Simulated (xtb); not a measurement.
B(Cl)(Me)2 (C₂H₆BCl), SMILES CB(C)Cl. All values are semi-empirical tight-binding results from xtb (GFN2-xTB unless named), good for trends rather than for accurate numbers. Geometry optimised at GFN2-xTB.

A frequency run showed that this geometry is not a minimum.

```yaml
orbital_gap: 4.37 eV
dipole_moment: 1.86 D
static polarisability (D4 model): 51.2 bohr³
solvation energy, GFN2-xTB/ALPB(water): -1.6 kcal/mol
solvation energy, GFN2-xTB/ALPB(dmso): -4.3 kcal/mol
```
